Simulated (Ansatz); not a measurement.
Z-matrix (Å, degrees):
```
Si
O 1 1.7117
Si 2 1.6949 1 80.58
H 3 1.4831 2 113.82 1 -115.92
H 3 1.4833 4 110.67 2 129.97
H 1 1.4889 2 112.70 3 112.59
Si 1 2.3348 6 113.40 2 -132.41
H 7 1.4849 1 109.42 6 -178.40
H 7 1.4871 8 109.35 1 -118.90
H 7 1.4875 8 109.21 9 -118.87
```
Charge 0, multiplicity 1.

Computed with frozen-core CCSD(T)/cc-pVTZ // r2SCAN-D4/def2-TZVP in Ansatz (a quantum-chemistry and plane-wave program).

- HF energy = -945.23461 Ha
- MP2 correlation energy = -0.60071 Ha

Question: Estimate the CCSD correlation energy, the (T) correction, the total energy and the T1 diagnostic.

Answer: 
The CCSD correlation energy is -0.65245 Ha and the (T) correction is -0.02619 Ha. The CCSD(T) total energy is -945.91325 Ha and the T1 diagnostic is 0.015.
